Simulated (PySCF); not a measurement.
Give a PBE0-D3(BJ)/def2-SVP geometry of `C([C@@H](Br)C)#CB`.

```xyz
12
C4H6BBr angstrom
B      3.641    1.020   -1.086
C      2.243    0.483   -0.958
C      1.106    0.040   -0.854
C     -0.244   -0.453   -0.750
C     -1.273    0.650   -0.558
Br    -0.394   -1.770    0.720
H      3.914    1.789   -1.976
H      4.491    0.682   -0.299
H     -0.475   -1.048   -1.647
H     -2.280    0.220   -0.490
H     -1.233    1.342   -1.414
H     -1.066    1.216    0.361
```

Orientation and origin are arbitrary. Atoms count from 1 in this order. B1 (three-coordinate boron) is planar (angles 120.1°, 120.0° and 119.9°, sum 360.0°, 0.00 Å off the plane of its three neighbours). The 3 C–C bonds span 1.225 Å (C2≡C3, drawn triple) to 1.521 Å (C4–C5, drawn single), a spread of 0.296 Å.

Bonds between heavy atoms (Å): B1–C2 1.502, C2≡C3 1.225, C3–C4 1.441, C4–C5 1.521, C4–Br6 1.980.

Level of theory: PBE0-D3(BJ)/def2-SVP geometry optimisation, gas phase (PySCF 2.14.0).

Point group: C1 (no symmetry element, even within 0.4 Å). Whether it is a minimum is left open (no frequencies).

Time: 58 s wall; peak memory 0.55 GiB. Hardware: one thread of an Arm Neoverse V1, shared host with 32 logical CPUs at a one-minute load of 30. That covers the optimisation of the geometry.
